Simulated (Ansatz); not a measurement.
# One step, two centres

Four-centre ligand exchange, with the central atom changed down its group and all else kept; in the first member these bonds form or tighten: B–O, H–H; these break or loosen: B–H, H–O.

Gas-phase electronic energies, without zero-point energy, by CCSD(T) at an estimated basis limit (MP2 extrapolated from triple and quadruple zeta, plus CCSD(T) − MP2 in triple zeta); Ansatz 0.2.0, def2-TZVPP and QZVPP, frozen cores, on PBE0-D4/def2-TZVP structures. Extrapolation: Hartree–Fock as exp(−7.88 √X), correlation as X^−2.97. All energies, in kJ/mol, count from the separated reactants, without counterpoise correction; the start and end structures are the complexes reached by relaxing down from the saddle, and deeper ones may exist. Brackets give SMILES, or, where every atom is bracketed, only which atoms are joined. Steps whose reference was doubtful or whose search ended elsewhere are left out.

| reactants | products | start structure | saddle | end structure | saddle by PBE-D4/TZ |
| --- | --- | --- | --- | --- | --- |
| SiH₄O ([OH][SiH3]) + BHF₂ ([F][BH][F]) | BSiH₃OF₂ ([F][B]([F])[O][SiH3]) + H₂ | -24.6 | ? | -112.0 | 62.3 |
| AlHF₂ ([F][AlH][F]) + SiH₄O ([OH][SiH3]) | AlSiH₃OF₂ ([F][Al]([F])[O][SiH3]) + H₂ | -113.2 | -31.1 | -149.3 | -46.3 |

(1) What is the height of the saddle for SiH₄O ([OH][SiH3]) + BHF₂ ([F][BH][F])? (Judge from chemistry; the value comes from the calculation.)

(2) For which rows does the start complex face a lower barrier to react than to fall apart again?

(3) How do the PBE-D4 saddles lie against the coupled-cluster estimate?

This is the kind of ligand exchange by which a precursor binds to a hydroxyl group, or is hydrolysed, in atomic layer deposition of oxides.

The T1 diagnostic stays at or below 0.014.

For scale, one of the runs: CCSD(T)/def2-TZVPP, 247 basis functions, launched by `ansatz run in.yaml --threads 4 --pin off --events-out ev --progress --plain --max-ram 9574MiB`. The run took 2.7 min on 4 CPU threads of an Arm Neoverse V1 (shared host), with 5 GiB of host memory at its peak.

Answers

(1) The calculation gives: 94.8 kJ/mol relative to the separated reactants, the higher of the two; above its start structure the barrier is 94.8 − (-24.6) ≈ 119.3 kJ/mol.

(2) Where the saddle lies below the separated reactants: AlHF₂ ([F][AlH][F]) + SiH₄O ([OH][SiH3]). In the others it is easier, by energy, to separate; entropy favours separation further in all rows.

Aluminium, larger and more positive than boron, binds the incoming molecule more strongly, and well and saddle both drop.

(3) Both lower, by 15.3 to 32.4 kJ/mol.
